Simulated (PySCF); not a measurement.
## Working out the ionisation energy of Te⁺

Te⁺ [Kr] 4d10 5s2 5p3 (4S) → Te²⁺ [Kr] 4d10 5s2 5p2 (3P). Calculation: PySCF 2.14, in def2-TZVPPD with the def2 core potential (28 electrons); a scalar-relativistic core potential. Frozen: nothing. Energies in hartree (1 hartree = 27.21139 eV):

| part | Te⁺ (lower) | Te²⁺ (upper) |
| --- | --- | --- |
| UHF | -266.721772 | -266.047076 |
| MP2 opposite-spin | -0.297098 | -0.287549 |
| MP2 same-spin | -0.175220 | -0.162595 |

What does Hartree-Fock give?

(-266.047076) − (-266.721772) = 0.674696 hartree = 18.359 eV.

What do MP2 and SCS-MP2 (6/5 opposite-spin, 1/3 same-spin) give?

The opposite-spin parts differ by 0.260 eV and the same-spin parts by 0.344 eV. MP2: 18.359 + (0.260) + (0.344) = 18.963 eV. SCS-MP2: 18.359 + 1.2 × (0.260) + (0.344)/3 = 18.786 eV.

Reference: 18.6 ± 0.4 eV (measured; NIST Atomic Spectra Database, ionization energies), between the lowest levels; spin-orbit coupling is absent from the calculation.

What remains against the reference includes basis incompleteness and correlation beyond second order.
